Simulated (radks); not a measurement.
Task: The mean radii <r> (bohr) of the occupied orbitals of an atom or ion are listed with their occupations. Calculated with a radial shooting solver on a logarithmic mesh with Libxc functionals: non-relativistic Kohn-Sham, r2SCAN, spin-polarised, spherical densities, point nucleus; meta-GGA in the generalised Kohn-Sham scheme.

orbital  occ.      <r>
1s down     1  0.09728
1s up       1  0.09727
2s up       1   0.4780
2s down     1   0.4773
2p up       3   0.4406
2p down     3   0.4395
3s up       1    1.566
3s down     1    1.558
3d up       2    2.225

Name the element and its charge. Open shells, if any, are filled with parallel spins first.

Result: Z = 16, sulfur, charge +2: S2+ in [Ne] 3s2 3d2. The 1s radius gives Z: for a bare nucleus <r> = 1.5/Z, 0.09375 bohr for Z = 16, and screening makes it slightly larger (0.09728 here). The occupations add up to 14, and the charge is Z minus that.
